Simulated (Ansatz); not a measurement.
Ansatz (a quantum-chemistry and plane-wave program) input for SbF₂, SMILES [F][Sb][F], multiplicity 2, B3LYP-D3(BJ)/def2-TZVP. 

Ansatz 0.2 input:
```yaml
crystal:
  periodic: [false, false, false]
  atoms:
    - {symbol: Sb, position_ang: [-0.00000000, -0.00000001, 0.37119067]}
    - {symbol: F, position_ang: [0.00000000, -1.41440363, -1.05170693]}
    - {symbol: F, position_ang: [0.00000000, 1.41440367, -1.05170688]}
basis:
  gaussian:
    orbitals: def2-TZVP
hamiltonian:
  xc: b3lyp
  dispersion: d3bj
magnetization: {spin_polarized: true, initial_magnetization: 1}
relax: {f_tol: 0.002, max_steps: 200}
```

Log of the run:

```
WARN ansatz: RAYON_NUM_THREADS=1 ignored (pool sized by the plan → 1); use --threads N
Functional definition: B3LYP
integrals: 0.03 GiB planned
748 factors; their error is unknown
mean field: 0.42 GiB planned
mean field evaluation 1: about -11971.6678 eV, gradient 4.1e1 eV
mean field evaluation 2: about -11928.2799 eV, gradient 1.2e2 eV
mean field evaluation 4: about -11976.9405 eV, gradient 2.4e0 eV
mean field evaluation 8: about -11977.1326 eV, gradient 9.5e-2 eV
mean field evaluation 16: about -11977.1326 eV, gradient 1.9e-5 eV
mean field -11977.13260463 eV, -440.1515048280 hartree, gradient 1.6e-5 eV, S^2 0.752498; 0 other end points of the search recorded, 0 dependent functions left out
the calculation of the forces begins
reference -11977.13279029 eV, -440.1515116511 hartree; 21, 20 occupied and 91, 92 virtual orbitals, 748 factors
relax step   1: F+E_penalty+E_count = -11977.19723022 eV  Δ(F+E_penalty+E_count) = +0.000e0 eV  max|allowed force component| = 2.684e0 eV/Å  Δτ_max = 0.0000 Å  (32 SCF iters, accepted)
these checks for a lower state are left out or cut short: starts, cluster_reference, orbital_swaps, neighbouring_geometries, increment
integrals: 0.03 GiB planned
748 factors; their error is unknown
mean field: 0.42 GiB planned
mean field -11977.29976843 eV, -440.1576479843 hartree, gradient 8.9e-6 eV, S^2 0.752619; 0 other end points of the search recorded, 0 dependent functions left out
the calculation of the forces begins
reference -11977.29995678 eV, -440.1576549062 hartree; 21, 20 occupied and 91, 92 virtual orbitals, 748 factors
relax step   2: F+E_penalty+E_count = -11977.36413975 eV  Δ(F+E_penalty+E_count) = -1.669e-1 eV  max|allowed force component| = 2.124e-1 eV/Å  Δτ_max = 0.1128 Å  (38 SCF iters, accepted)
these checks for a lower state are left out or cut short: starts, cluster_reference, orbital_swaps, neighbouring_geometries, increment
integrals: 0.03 GiB planned
748 factors; their error is unknown
mean field: 0.42 GiB planned
mean field evaluation 32: about -11977.3085 eV, gradient 3.9e-3 eV
mean field -11977.30853681 eV, -440.1579702164 hartree, gradient 8.4e-6 eV, S^2 0.752615; 0 other end points of the search recorded, 0 dependent functions left out
the calculation of the forces begins
reference -11977.30872471 eV, -440.1579771217 hartree; 21, 20 occupied and 91, 92 virtual orbitals, 748 factors
relax step   3: F+E_penalty+E_count = -11977.37319076 eV  Δ(F+E_penalty+E_count) = -9.051e-3 eV  max|allowed force component| = 5.344e-2 eV/Å  Δτ_max = 0.0354 Å  (32 SCF iters, accepted)
these checks for a lower state are left out or cut short: starts, cluster_reference, orbital_swaps, neighbouring_geometries, increment
integrals: 0.03 GiB planned
748 factors; their error is unknown
mean field: 0.42 GiB planned
mean field -11977.30917942 eV, -440.1579938320 hartree, gradient 8.5e-6 eV, S^2 0.752612; 0 other end points of the search recorded, 0 dependent functions left out
the calculation of the forces begins
reference -11977.30936716 eV, -440.1580007312 hartree; 21, 20 occupied and 91, 92 virtual orbitals, 748 factors
relax step   4: F+E_penalty+E_count = -11977.37394123 eV  Δ(F+E_penalty+E_count) = -7.505e-4 eV  max|allowed force component| = 3.022e-3 eV/Å  Δτ_max = 0.0141 Å  (34 SCF iters, accepted)
these checks for a lower state are left out or cut short: starts, cluster_reference, orbital_swaps, neighbouring_geometries, increment
integrals: 0.03 GiB planned
748 factors; their error is unknown
mean field: 0.42 GiB planned
mean field -11977.30916550 eV, -440.1579933204 hartree, gradient 8.6e-6 eV, S^2 0.752614; 0 other end points of the search recorded, 0 dependent functions left out
the calculation of the forces begins
reference -11977.30935327 eV, -440.1580002209 hartree; 21, 20 occupied and 91, 92 virtual orbitals, 748 factors
relax step   5: F+E_penalty+E_count = -11977.37392452 eV  Δ(F+E_penalty+E_count) = +1.671e-5 eV  max|allowed force component| = 3.078e-2 eV/Å  Δτ_max = 0.0012 Å  (35 SCF iters, rejected (line search))
these checks for a lower state are left out or cut short: starts, cluster_reference, orbital_swaps, neighbouring_geometries, increment
integrals: 0.03 GiB planned
748 factors; their error is unknown
mean field: 0.42 GiB planned
mean field -11977.30918625 eV, -440.1579940830 hartree, gradient 8.6e-6 eV, S^2 0.752612; 0 other end points of the search recorded, 0 dependent functions left out
the calculation of the forces begins
reference -11977.30937400 eV, -440.1580009825 hartree; 21, 20 occupied and 91, 92 virtual orbitals, 748 factors
relax step   6: F+E_penalty+E_count = -11977.37394358 eV  Δ(F+E_penalty+E_count) = -2.347e-6 eV  max|allowed force component| = 5.654e-4 eV/Å  Δτ_max = 0.0006 Å  (35 SCF iters, accepted)
integrals: 0.03 GiB planned
748 factors; their error is unknown
mean field: 0.42 GiB planned
mean field evaluation 64: about -11977.3092 eV, gradient 3.9e-3 eV
mean field -11977.30918625 eV, -440.1579940830 hartree, gradient 8.6e-6 eV, S^2 0.752612; 1 other end points of the search recorded, 0 dependent functions left out
the calculation of the forces begins
reference -11977.30937400 eV, -440.1580009825 hartree; 21, 20 occupied and 91, 92 virtual orbitals, 748 factors
Total energy: -11977.37413133 eV, -440.1603807704 hartree
Atom 0 at     0.000000    -0.000000     0.285032 Å, force     0.000000     0.000000    -0.000565 eV/Å
Atom 1 at     0.000000    -1.419684    -1.008628 Å, force    -0.000000    -0.000304     0.000283 eV/Å
Atom 2 at    -0.000000     1.419684    -1.008628 Å, force    -0.000000     0.000304     0.000283 eV/Å
Dipole moment:    -0.000000     0.000000     0.706048 e Å
```

Self-consistency was reached.

Cost: about 28 core-seconds (a rough figure).
